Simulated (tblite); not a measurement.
Record of a relaxation.

Compound: C3H5BrGeO3.
SMILES with atom numbers: `[O:1]=[C:2]1[O:3][CH2:4][C@H:5]([GeH2:6][Br:7])[O:8]1` (hydrogens: H9, H10 on C4; H11 on C5; H12, H13 on Ge6)

Computed with GFN2-xTB (tblite), gas phase: L-BFGS steps from a force-field or distance-geometry start until the largest atomic force falls under 0.01 eV/Å. 5 of its 90 geometries are shown.

Step 0: E = -741.2480 eV, largest atomic force 4.916 eV/Å
```
atom  x, y, z in Å  |  force x, y, z in eV/Å
O1     -2.239    2.288    0.433    2.528  -4.172  -0.607
C2     -1.585    1.237    0.299   -1.713   2.826   0.898
O3     -1.516    0.243    1.268    0.145   1.146  -1.703
C4     -0.687   -0.793    0.789   -0.184  -0.703   0.393
C5     -0.204   -0.333   -0.593   -0.757  -0.408  -0.223
Ge6     1.733   -0.133   -0.682    1.383   0.445  -0.164
Br7     2.427    1.446    0.886   -0.211  -0.589  -0.536
O8     -0.815    0.938   -0.793   -0.831  -0.121   1.287
H9      0.157   -0.956    1.512   -0.552   0.146  -0.376
H10    -1.278   -1.740    0.716    0.314   0.552   0.176
H11    -0.541   -1.039   -1.391    0.031   0.548   0.431
H12     2.143    0.338   -2.096   -0.029  -0.053   0.426
H13     2.401   -1.496   -0.364   -0.124   0.384  -0.002
```

Step 22: E = -741.6240 eV, largest atomic force 0.080 eV/Å
```
atom  x, y, z in Å  |  force x, y, z in eV/Å
O1     -2.200    2.236    0.401    0.006   0.020  -0.017
C2     -1.581    1.234    0.307   -0.026  -0.037   0.005
O3     -1.579    0.243    1.213    0.010   0.010   0.015
C4     -0.727   -0.808    0.811   -0.008   0.007  -0.029
C5     -0.218   -0.364   -0.569    0.043   0.007  -0.020
Ge6     1.780   -0.134   -0.727   -0.001  -0.070  -0.038
Br7     2.445    1.367    0.823    0.010   0.009   0.052
O8     -0.785    0.927   -0.739    0.029   0.002   0.030
H9      0.078   -0.918    1.551   -0.070   0.015  -0.002
H10    -1.306   -1.736    0.762    0.030  -0.013   0.053
H11    -0.609   -1.008   -1.362    0.043   0.004  -0.006
H12     2.191    0.394   -2.073   -0.038   0.031  -0.042
H13     2.506   -1.432   -0.417   -0.028   0.015   0.001
```

Step 44: E = -741.6411 eV, largest atomic force 0.142 eV/Å
```
atom  x, y, z in Å  |  force x, y, z in eV/Å
O1     -2.233    2.224    0.288    0.024  -0.014  -0.051
C2     -1.606    1.223    0.243   -0.043  -0.024   0.027
O3     -1.704    0.215    1.124   -0.022  -0.074   0.017
C4     -0.740   -0.784    0.852    0.037   0.020  -0.019
C5     -0.187   -0.385   -0.520   -0.017   0.065  -0.023
Ge6     1.796   -0.160   -0.737   -0.010   0.140   0.021
Br7     2.566    1.177    0.926   -0.059  -0.074  -0.046
O8     -0.696    0.933   -0.711   -0.006   0.055   0.043
H9      0.017   -0.752    1.647    0.020  -0.015   0.002
H10    -1.213   -1.770    0.841   -0.043   0.083   0.050
H11    -0.607   -1.010   -1.313    0.048  -0.063   0.007
H12     2.044    0.543   -2.043    0.035  -0.007   0.001
H13     2.558   -1.455   -0.617    0.035  -0.091  -0.030
```

Step 67: E = -741.6657 eV, largest atomic force 0.040 eV/Å
```
atom  x, y, z in Å  |  force x, y, z in eV/Å
O1     -2.426    2.117    0.064    0.027  -0.024  -0.004
C2     -1.710    1.178    0.133   -0.008   0.009   0.014
O3     -1.778    0.219    1.069   -0.005   0.009   0.010
C4     -0.692   -0.680    0.928   -0.006  -0.001  -0.003
C5     -0.162   -0.367   -0.472   -0.018  -0.008  -0.011
Ge6     1.807   -0.161   -0.772    0.033   0.000   0.022
Br7     2.724    0.685    1.117    0.004   0.000   0.007
O8     -0.705    0.924   -0.735    0.002  -0.015  -0.009
H9      0.036   -0.469    1.725    0.017   0.012  -0.009
H10    -1.054   -1.704    1.032   -0.026   0.004   0.005
H11    -0.584   -1.065   -1.205   -0.006  -0.008  -0.011
H12     2.056    0.817   -1.883   -0.013   0.005  -0.001
H13     2.483   -1.494   -1.020   -0.002   0.017  -0.010
```

Step 89: E = -741.6706 eV, largest atomic force 0.009 eV/Å
```
atom  x, y, z in Å  |  force x, y, z in eV/Å
O1     -2.411    2.113   -0.040   -0.001   0.000  -0.003
C2     -1.707    1.170    0.073    0.003  -0.008  -0.003
O3     -1.745    0.289    1.082   -0.001   0.000   0.005
C4     -0.688   -0.646    0.965   -0.004   0.001   0.005
C5     -0.168   -0.419   -0.458    0.000   0.004   0.001
Ge6     1.798   -0.142   -0.773   -0.002  -0.001  -0.002
Br7     2.758    0.470    1.187    0.005   0.002  -0.001
O8     -0.743    0.835   -0.813    0.001   0.005  -0.001
H9      0.059   -0.420    1.740   -0.002  -0.003  -0.001
H10    -1.081   -1.651    1.123   -0.002   0.000  -0.001
H11    -0.564   -1.178   -1.142    0.003   0.000   0.001
H12     1.984    0.987   -1.746    0.000   0.000   0.001
H13     2.504   -1.407   -1.216   -0.002   0.000  -0.001
```

Problem. Summarise the path.

Solution. The energy falls by 0.4226 eV from step 0 to step 89; nine tenths of that is first reached at step 27. It falls at every step. The largest force goes from 4.916 to 0.009 eV/Å. Among the bonds Ge6–Br7 changes most, from 2.332 to 2.267 Å; the atoms move by 0.531 Å rms after alignment.

Problem. Follow the three bonds and two angles with the largest change from start to end.

Solution. 
```
step  E above end (eV)  largest force (eV/Å)  Ge6–Br7 (Å)  O1=C2 (Å)  C5–Ge6 (Å)  C4–C5–Ge6 (°)  Ge6–C5–O8 (°)
   0            0.4226                 4.916        2.332      1.246       1.950          112.6          109.2
   4            0.0800                 0.329        2.267      1.179       2.010          113.2          109.2
   8            0.0612                 0.234        2.260      1.184       1.995          114.4          109.0
  12            0.0533                 0.092        2.260      1.181       2.013          114.6          107.4
  15            0.0511                 0.063        2.261      1.183       2.017          114.9          107.3
  19            0.0486                 0.071        2.264      1.182       2.018          115.3          107.0
  23            0.0457                 0.072        2.258      1.182       2.016          115.8          106.2
  27            0.0415                 0.092        2.264      1.182       2.013          117.3          105.2
  31            0.0389                 0.060        2.258      1.182       2.013          118.3          104.5
  35            0.0370                 0.058        2.263      1.182       2.009          118.9          103.8
  39            0.0349                 0.091        2.258      1.182       2.006          119.2          102.9
  43            0.0313                 0.112        2.265      1.183       2.005          119.0          103.2
  46            0.0256                 0.119        2.267      1.182       2.012          118.9          104.0
  50            0.0184                 0.118        2.261      1.183       2.006          118.9          104.3
  54            0.0119                 0.087        2.264      1.182       2.006          119.5          104.6
  58            0.0074                 0.074        2.264      1.183       2.005          120.3          104.1
  62            0.0060                 0.035        2.263      1.182       2.005          119.7          105.0
  66            0.0051                 0.043        2.264      1.183       2.003          119.9          104.7
  70            0.0044                 0.030        2.264      1.182       2.005          119.6          104.8
  74            0.0035                 0.061        2.265      1.183       2.007          119.7          104.3
  77            0.0029                 0.029        2.265      1.183       2.005          119.7          104.0
  81            0.0015                 0.096        2.267      1.182       2.007          119.7          103.8
  85            0.0003                 0.074        2.269      1.184       2.010          119.9          103.5
  89            0.0000                 0.009        2.267      1.183       2.010          119.9          103.5
```

What follows is the cost of the whole relaxation. The run took 1.1 s on an Arm Neoverse N1 with one thread, shared host.
